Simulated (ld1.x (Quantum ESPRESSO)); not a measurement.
Which change was made? (I, TM semilocal)

- Element: I (Z = 53)
- Generator: ld1.x (Quantum ESPRESSO) 7.5
- Type: norm-conserving Troullier–Martins (semilocal form)
- Functional: PW91
- Relativity: scalar-relativistic
- Frozen core: [Kr]
- Valence charge: 17
- Reference configuration: 4d10 5s2 5p4 (charge +1)
- Partial waves: 5s (bound): rc 1.25 bohr; 4d (bound): rc 1.25 bohr; 5p (bound): rc 1.85 bohr
- Local potential: the p channel
- Core correction: none

Cutoffs, loose and tight: the cutoffs (Ry, on a coarse ladder) from which the occupation-weighted sum of valence levels, in a spherical-Bessel basis at the reference potential, stays within 10 and 1 mRy of its value at 400 Ry. They do not see the model core or the augmentation charge, which bear on the density cutoff. Test errors are all-electron minus pseudo excitation energies from the reference, over the configurations 4d10 5s2 5p5; 4d10 5s2 5p3; 4d10 5s2 5p2; 4d10 5s2 5p4.5; 4d10 5s2 5p5.3; 4d9 5s2 5p6; 4d10 5s1 5p5; variants that change the core or the reference have their own tests.

The base gives: outcome: generated; cutoff, loose: 140 Ry; cutoff, tight: 230 Ry; bound ghosts: none; largest test error (meV): +87.

(1) After one change the result is: outcome: generated; cutoff, loose: 100 Ry; cutoff, tight: 160 Ry; bound ghosts: none; largest test error (meV): -313. Which change was it?
A. wave 5p (bound): rc 1.85 bohr becomes 5p (bound): rc 1.72 bohr
B. core [Ar] 3d10 4s2, valence charge 23; reference 4p6 4d10 5s2 5p5; waves now 5s (bound): rc 1.80 bohr; 4d (bound): rc 0.85 bohr; 4p (bound): rc 0.80 bohr
C. all radii scaled by about 1.23 (s 1.54, p 2.28, d 1.54 bohr)
D. type PAW, which also changes the form from semilocal to separable; waves now 5s (bound): rcut 1.10, rcutus 1.25 bohr; 5s channel at 0.9 Ry: rcut 1.10, rcutus 1.25 bohr; 5p (bound): rcut 1.60, rcutus 1.85 bohr; 5p channel at -0.7 Ry: rcut 1.60, rcutus 1.85 bohr; 4d (bound): rcut 1.10, rcutus 1.25 bohr; 4d channel at -3.7 Ry: rcut 1.10, rcutus 1.25 bohr; local potential all-electron potential smoothed inside 1.05 bohr (lloc = -1); core correction a·sin(br)/r model core, default radius (ld1.x builds one for every PAW set, though the input has nlcc=.false.); augmentation BESSEL, radius 0.80 bohr

Results:

(1) C. The others give: wave 5p (bound): rc 1.85 bohr becomes 5p (bound): rc 1.72 bohr → outcome: generated; cutoff, loose: 140 Ry; cutoff, tight: 230 Ry; bound ghosts: none; largest test error (meV): +111 | core [Ar] 3d10 4s2, valence charge 23; reference 4p6 4d10 5s2 5p5; waves now 5s (bound): rc 1.80 bohr; 4d (bound): rc 0.85 bohr; 4p (bound): rc 0.80 bohr → outcome: generated; cutoff, loose: 260 Ry; cutoff, tight: over 300 Ry; bound ghosts: none; largest test error (meV): -946 over the solved tests; 2 of 7 tests not solved or not reliable | type PAW, which also changes the form from semilocal to separable; waves now 5s (bound): rcut 1.10, rcutus 1.25 bohr; 5s channel at 0.9 Ry: rcut 1.10, rcutus 1.25 bohr; 5p (bound): rcut 1.60, rcutus 1.85 bohr; 5p channel at -0.7 Ry: rcut 1.60, rcutus 1.85 bohr; 4d (bound): rcut 1.10, rcutus 1.25 bohr; 4d channel at -3.7 Ry: rcut 1.10, rcutus 1.25 bohr; local potential all-electron potential smoothed inside 1.05 bohr (lloc = -1); core correction a·sin(br)/r model core, default radius (ld1.x builds one for every PAW set, though the input has nlcc=.false.); augmentation BESSEL, radius 0.80 bohr → outcome: failed: run_pseudo: Errors in PS-KS equation. In the semilocal form every listed channel keeps its own potential, so the choice of the local channel does not act on these tests. It acts once the file is put into the separable form.
